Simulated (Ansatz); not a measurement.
Species: [Zn(OH)2] (charge 0, multiplicity 1), formula H2O2Zn.

Problem. How many basis functions does Ansatz (an electronic-structure program) with frozen-core CCSD(T)/def2-TZVPP // r2SCAN-D4/def2-SVP use, how many core orbitals are frozen, and how many electrons are correlated?

Solution. 154 basis functions and 7 frozen orbitals, which leaves 34 correlated electrons. Core time is of the order of seconds.
